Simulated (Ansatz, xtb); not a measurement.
# Relative energy of two structures of C3H5Ga

Structure X is `C/C=[CH]\[Ga]`, a singlet and structure Y is a singlet given by its coordinates. Both are isolated molecules in the gas phase, relaxed with PBE0-D3(BJ)/def2-SVP.

X (Å):

```xyz
9

C     0.0731    0.3247    1.3602
C    -1.3432    0.7584    1.5757
C    -2.3017    0.8169    0.6314
Ga   -2.0069    0.3158   -1.3162
H     0.7801    1.1258    1.6346
H     0.2763    0.0424    0.3138
H     0.3248   -0.5409    1.9960
H    -1.5713    1.0448    2.6156
H    -3.2893    1.1621    0.9789
```

Y (Å):

```xyz
9

C    -0.1169   -0.0117    0.4487
C    -0.6219    0.8055    1.4717
C    -1.9679    0.8276    1.8678
Ga   -1.9742    1.0604   -0.4441
H     0.9132    0.1048    0.1059
H    -0.5539   -1.0052    0.2799
H    -0.0201    1.6862    1.7359
H    -2.3210    1.5712    2.5851
H    -2.5644   -0.0935    1.8207
```

Close contacts (Å): C1–C2 1.40, C1–Ga4 2.32, C2–C3 1.40, C2–Ga4 2.36, C3–Ga4 2.32, C1–H5 1.09, C1–H6 1.10, C2–H7 1.10, C3–H8 1.09, C3–H9 1.10.

Energies in hartree; the thermal terms are from PBE0-D3(BJ)/def2-SVP harmonic frequencies (ideal gas, rigid rotor, one conformer each, 298.15 K, 1 atm) and include the zero-point energy:

|  | X | Y |
| --- | --- | --- |
| E, CCSD(T)/def2-SVP | −2040.047638 | −2040.050030 |
| E, MP2/def2-SVP | −2039.990853 | −2039.998453 |
| E, MP2/def2-TZVPP | −2040.465560 | −2040.479628 |
| zero-point energy | 0.068652 | 0.068438 |
| H(298 K) − E | 0.075091 | 0.074509 |
| G(298 K) − E | 0.038943 | 0.039690 |

Task: Correct the CCSD(T) difference for the basis set by the MP2 change, then work out ΔE, ΔE₀, ΔH and ΔG for X → Y in kJ/mol (1 Eh = 2625.50 kJ/mol) and the equilibrium ratio [Y]/[X].

Result: 1. Differences Y − X: CCSD(T) −0.002392, MP2 in the small set −0.007600, MP2 in the large set −0.014068 Eh.
2. ΔE = −0.002392 + (−0.014068 − (−0.007600)) = −0.008860 Eh = −23.26 kJ/mol.
3. ΔE₀ = ΔE + ΔZPE = −0.008860 + (−0.000214) Eh = −23.82 kJ/mol.
4. ΔH = ΔE + (−0.000582) Eh = −24.79 kJ/mol.
5. ΔG = ΔE + (+0.000747) Eh = −21.30 kJ/mol, so ΔS = (ΔH − ΔG)/T = −11.7 J/(mol K).
6. kT = 0.9442 mEh, so K = [Y]/[X] = exp(−ΔG/kT) = exp(+8.59) ≈ 5.4 × 10^3.

Structure Y is favoured at this temperature. An error of 4 kJ/mol in ΔG would change K by a factor of 5. The basis-set step is large, which makes the value less sure. HF/def2-SVP gave ΔE the other sign. Mirror images and further conformers aren't counted.

Other levels gave ΔE = −27.5 (PBE0-D3(BJ)/def2-SVP); +23.6 (HF/def2-SVP); −20.0 (MP2/def2-SVP); −6.3 (CCSD(T)/def2-SVP) kJ/mol. The correlated steps freeze 12 core orbitals; the filled d shell of Ga is correlated, in a basis made for valence electrons. Programs: Ansatz 0.2.0.
